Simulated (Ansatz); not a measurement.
Program: Ansatz. Geometries: PBE0-D4/def2-TZVP. ΔE: electronic, gas phase. CBS: MP2 limit from def2 TZ/QZ plus the TZ coupled-cluster correction, frozen cores. This one scheme is used for every species. Functionals use def2-TZVPP. Each species was taken in one conformer, which may not be the lowest.

Reaction (ligand exchange at a B–C bond): `CCBO[SiH3]` + H₂S → `[SiH3]OBS` + `CC`

```json
{"level": "r2SCAN-D4", "ΔE (kJ/mol)": "-80.3"}
{"level": "PBE0-D4", "ΔE (kJ/mol)": "-78.3"}
{"level": "r2SCANh-D4", "ΔE (kJ/mol)": "-79.5"}
{"level": "ωB97M-V", "ΔE (kJ/mol)": "-72.3"}
{"level": "BLYP", "ΔE (kJ/mol)": "-78.4"}
{"level": "CAM-B3LYP", "ΔE (kJ/mol)": "-73.1"}
{"level": "SCS-MP2/def2-TZVPP", "ΔE (kJ/mol)": "-75.1"}
{"level": "MP2/def2-QZVPP", "ΔE (kJ/mol)": "-77.5"}
```

What does CCSD(T)/CBS give? (Estimate.)

Computed: -74.1 kJ/mol. The listed levels differ from it by -6.2, -4.2, -5.4, 1.8, -4.3, 1.0, -1.0, -3.4 kJ/mol.

Largest T1 diagnostic among the species: 0.013.

From BLYP to BHLYP (50 % exact exchange), in def2-TZVPP and without D4, ΔE moves by +3.7 kJ/mol. At CCSD(T), def2-SVP lies −3.0 kJ/mol from the extrapolated value and def2-TZVPP +0.6 kJ/mol. Leaving LDA and LC-ωPBE aside and taking each functional with its dispersion term where it has one, the values, not all of them listed here, spread over 9.1 kJ/mol, from revPBE-D4 to ωB97M-V.
